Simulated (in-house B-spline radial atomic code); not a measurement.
B97-1 excitations of Sr8+

Method: B97-1. Computed with a B-spline radial code for spherical atoms: linear response of the closed shell [Ar] 3d10 4s2 with the functional's adiabatic kernel; scalar-relativistic (spin-free one-electron X2C), finite nucleus, no spin-orbit coupling, no double excitations, S, P, D and F terms only; shells from n = 2 respond. Only terms of natural parity with L up to 3 were computed.

Command:
```bash
python run_td.py task.json out
```
Settings (radii: box in bohr, nucleus in fm):
```
Z                        38
electrons                30
configuration            [Ar] 3d10 4s2
hamiltonian              x2c
method                   b97_1
box_radius               11.59
rms_radius               4.224
intervals                69
```

Time taken, with all properties: 1.2 s on 1 thread of Intel(R) Xeon(R) Platinum 8375C CPU @ 2.90GHz (Ice Lake), on a shared host.

The lowest states, in the order of their Tamm-Dancoff energies; the method's threshold (minus the highest occupied level) is 151.89 eV. Labels give the largest channel, * marks a mixed state, and oscillator strengths are full-response dipole values. Semilocal kernels can invert the small singlet-triplet splittings of Rydberg terms. Energies in eV:

```json
{"state": "4s → 4p 3P", "full response": "19.611", "Tamm-Dancoff": "19.774", "oscillator strength": "-"}
{"state": "4s → 4p 1P", "full response": "26.325", "Tamm-Dancoff": "27.081", "oscillator strength": "1.48"}
{"state": "4s → 4d 3D", "full response": "54.15", "Tamm-Dancoff": "54.20", "oscillator strength": "-"}
{"state": "4s → 4d 1D", "full response": "56.27", "Tamm-Dancoff": "56.31", "oscillator strength": "-"}
{"state": "4s → 5s 3S", "full response": "75.74", "Tamm-Dancoff": "75.75", "oscillator strength": "-"}
{"state": "4s → 5s 1S", "full response": "76.95", "Tamm-Dancoff": "77.00", "oscillator strength": "-"}
{"state": "4s → 5p 3P", "full response": "84.22", "Tamm-Dancoff": "84.24", "oscillator strength": "-"}
{"state": "4s → 4f 3F", "full response": "84.43", "Tamm-Dancoff": "84.46", "oscillator strength": "-"}
{"state": "4s → 4f 1F", "full response": "84.88", "Tamm-Dancoff": "84.89", "oscillator strength": "-"}
{"state": "4s → 5p 1P", "full response": "84.90", "Tamm-Dancoff": "84.95", "oscillator strength": "0.135"}
{"state": "4s → 5d 3D", "full response": "?", "Tamm-Dancoff": "?", "oscillator strength": "-"}
{"state": "4s → 5d 1D", "full response": "98.31", "Tamm-Dancoff": "98.32", "oscillator strength": "-"}
{"state": "4s → 6s 3S", "full response": "?", "Tamm-Dancoff": "?", "oscillator strength": "-"}
{"state": "4s → 6s 1S", "full response": "107.13", "Tamm-Dancoff": "107.15", "oscillator strength": "-"}
{"state": "4s → 5f 3F", "full response": "110.24", "Tamm-Dancoff": "110.26", "oscillator strength": "-"}
{"state": "4s → 5f 1F", "full response": "110.91", "Tamm-Dancoff": "110.91", "oscillator strength": "-"}
{"state": "4s → 6p 3P", "full response": "110.92", "Tamm-Dancoff": "110.92", "oscillator strength": "-"}
{"state": "4s → 6p 1P", "full response": "111.04", "Tamm-Dancoff": "111.05", "oscillator strength": "0.054"}
```

Question: Where does 4s → 5d 3D lie?

Answer: At 97.45 eV in full response, 97.46 eV in Tamm-Dancoff.

Question: Where does 4s → 6s 3S lie?

Answer: At 106.74 eV in full response, 106.74 eV in Tamm-Dancoff.

Question: How large is the singlet-triplet splitting of 4s → 4p (P terms) in Tamm-Dancoff?

Answer: 7.31 eV, from the unrounded values.

Question: What polarisabilities and dispersion coefficient does the method give?

Answer: Dipole 1.746 bohr³, quadrupole 1.409 bohr⁵, C6 2.637 hartree·bohr⁶ for two such species.
